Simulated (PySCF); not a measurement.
C₆H₁₂Se.
Z-matrix (Å and degrees, PBE0-D3(BJ)/def2-SVP geometry), rows numbered from 1:
```
C 
C   1  1.5344
C   2  1.5278  1  116.78
C   3  1.5236  2  116.26  1   -45.82
Se  4  1.9530  3  115.75  2   -41.66
C   5  1.9550  4   95.51  3    84.86
C   6  1.5190  5  116.52  4   -70.82
H   1  1.1018  2  108.39  3  -145.75
H   1  1.1055  2  110.49  3   -30.92
H   2  1.1027  1  108.42  3  -123.12
H   2  1.1021  1  109.27  3   122.07
H   3  1.1025  2  108.12  1  -169.15
H   3  1.1055  2  109.54  1    75.91
H   4  1.1009  3  111.52  2    78.88
H   4  1.1000  3  110.80  2  -162.57
H   6  1.1007  5  104.80  4   166.88
H   6  1.1023  5  106.43  4    53.79
H   7  1.1036  1  108.66  2    52.06
H   7  1.1053  1  108.49  2   166.92
```

Level: CAM-B3LYP/def2-SVPD in PySCF, non-relativistic, on one gas-phase PBE0-D3(BJ)/def2-SVP geometry that isn't relaxed in the solvent. The solvent is an IEF-PCM continuum (cavity from Bondi-type radii × 1.2), and excitations are vertical TDDFT with non-equilibrium linear response and a frozen core. Specific hydrogen bonds and non-electrostatic terms are outside this model. Spin–orbit coupling is left out although an atom past zinc is present.

```
run  E − E(gas) (kcal/mol)  HOMO (eV)  HOMO–LUMO gap (eV)  dipole (D)  lowest singlet (eV)  static polarisability (au)
gas                   0.00      -7.25                8.22        1.77                 4.72                        96.7
  P                  -1.11      -7.27                8.28        2.06                 4.74                       110.5
  Q                  -2.39      -7.34                8.35        2.45                 4.79                       129.5
```

Q: The runs were made in cyclohexane and tetrahydrofuran. Which run belongs to which solvent?

A: P = cyclohexane, Q = tetrahydrofuran. The dielectric constants are 2.017 (cyclohexane), 7.426 (tetrahydrofuran), and the energy falls further as ε rises. The optical constants n² used for the excitations are 2.04, 1.97 in the same order. In this model the ground state sees the solvent through ε alone.

Q: How constant is the ratio of the lowering to (ε − 1)/(2ε + 1)?

A: 
| solvent | (ε − 1)/(2ε + 1) | E − E(gas) (kcal/mol) | ratio (kcal/mol) | polarisation term (kcal/mol) |
| --- | --- | --- | --- | --- |
| cyclohexane | 0.202 | -1.11 | -5.5 | -1.19 |
| tetrahydrofuran | 0.405 | -2.39 | -5.9 | -2.81 |

The ratio changes by +7.6 % in size from cyclohexane to tetrahydrofuran. The polarisation term is half the interaction of the solute with the induced surface charges.

Time: 60 s; peak memory 1.5 GiB. Hardware: one thread of an Arm Neoverse V1, on a shared host. This is the whole response run at CAM-B3LYP/def2-SVPD in tetrahydrofuran, SCF included.
